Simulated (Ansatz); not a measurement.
Reactions of `CNC[SiH2]Cl`.

Program: Ansatz. Geometries: PBE0-D4/def2-TZVP. ΔE: electronic, gas phase. CBS: MP2 limit from def2 TZ/QZ plus the TZ coupled-cluster correction, frozen cores. This one scheme is used for every species, atoms too. Functionals use def2-TZVPP. No spin–orbit coupling; open shells (•) take unrestricted orbitals. Spin–orbit coupling would lower the free atoms: a little for C, Cl, Si. Bonds to Ge, Se are less sure, by a few kJ/mol each and by 10 to 20 or more in all where they break to atoms, as the def2 sets lack core-valence functions. Scalar relativity is left out up to krypton. Each species was taken in one conformer, which may not be the lowest.

```csv
reaction,ωB97X-V (eV),CCSD(T)/CBS(def2) (eV)
`CNC[SiH2]Cl` → `CC(Cl)[SiH2]N`,-0.05,-0.12
`CNC[SiH2]Cl` + `[NH2][GeH2][Cl]` → `Cl[SiH2][NH][GeH2][Cl]` + `CNC`,-0.80,-0.84
`CNC[SiH2]Cl` + `S[SiH](Cl)Cl` → `Cl[SiH2]S[SiH](Cl)Cl` + `CNC`,-0.76,-0.79
`CNC[SiH2]Cl` + CH₃NH₂ → `CNCNC` + `[SiH3]Cl`,0.35,0.39
`CNC[SiH2]Cl` → 2 C• + Cl• + 8 H• + N• + Si•,47.67,47.43
`CNC[SiH2]Cl` + `C=C=N` → `C=C=N[SiH2]Cl` + `CNC`,-0.82,-0.84
`CNC[SiH2]Cl` + H₂Se → `Cl[SiH2][SeH]` + `CNC`,-0.68,-0.73
`CNC[SiH2]Cl` → `CN[SiH2]CCl`,0.40,0.38
`CNC[SiH2]Cl` + `[F][AlH][SH]` → `[CH3][Al]([F])[SH]` + `NC[SiH2]Cl`,-0.80,-0.86
`CNC[SiH2]Cl` → `CCN[SiH2]Cl`,-1.14,-1.19
```

Largest T1 diagnostic: 0.015, for `C=C=N`.
